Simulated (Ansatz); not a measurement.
Stepwise reaction of `[OH][Mo]([OH])([OH])([F])=[S]` with hydrogen fluoride, as a gas-phase model of exchange steps in deposition or etching. ΔE in kJ/mol; ΔG adds harmonic PBE0-D4 terms to CCSD(T)/CBS, at 1 bar.

Program: Ansatz. Geometries: PBE0-D4/def2-TZVP. ΔE: electronic, gas phase. CCSD(T)/CBS adds triple-zeta CCSD(T) − MP2 to the extrapolated MP2 energy (def2 sets, frozen cores). This one scheme is used for every species. Functionals use def2-TZVPP. B3LYP here is the variant with VWN-RPA as its local correlation; programs differ in this. def2 core potentials past Kr. For Mo outer-core shells are correlated without core-valence functions, which leaves a few kJ/mol of doubt a bond. One conformer a species, not always the lowest.

| step | reaction | PBE-D4 | B3LYP-D4 | ωB97M-V | CCSD(T)/CBS | ΔG(500 K) |
| --- | --- | --- | --- | --- | --- | --- |
| 1 | `[OH][Mo]([OH])([OH])([F])=[S]` + H–F → `[OH][Mo]([OH])([F])([F])=[S]` + H₂O | -27.8 | -26.7 | -27.9 | -19.7 | -20.9 |
| 2 | `[OH][Mo]([OH])([F])([F])=[S]` + H–F → `[OH][Mo]([F])([F])([F])=[S]` + H₂O | -26.8 | -26.2 | -27.0 | -17.7 | -23.4 |
| 3 | `[OH][Mo]([F])([F])([F])=[S]` + H–F → `[F][Mo]([F])([F])([F])=[S]` + H₂O | -27.6 | -26.2 | -29.0 | -22.5 | -13.6 |

Task: By hand: ΔE of the 3 steps together at CCSD(T)/CBS.

Result: (-19.7) + (-17.7) + (-22.5) = -59.9 kJ/mol, or -20.0 kJ/mol a step.

In ΔE the steps differ by no more than 4.8 kJ/mol. All are downhill at CCSD(T)/CBS. ΔG lies between -23.4 and -13.6 kJ/mol a step. PBE-D4 differs from CCSD(T)/CBS by -9.1 to -5.1 kJ/mol a step. Only this route is followed, and other bonds may react first. Isolated molecules leave out the surface, adducts and barriers. Largest T1 diagnostic: 0.025.
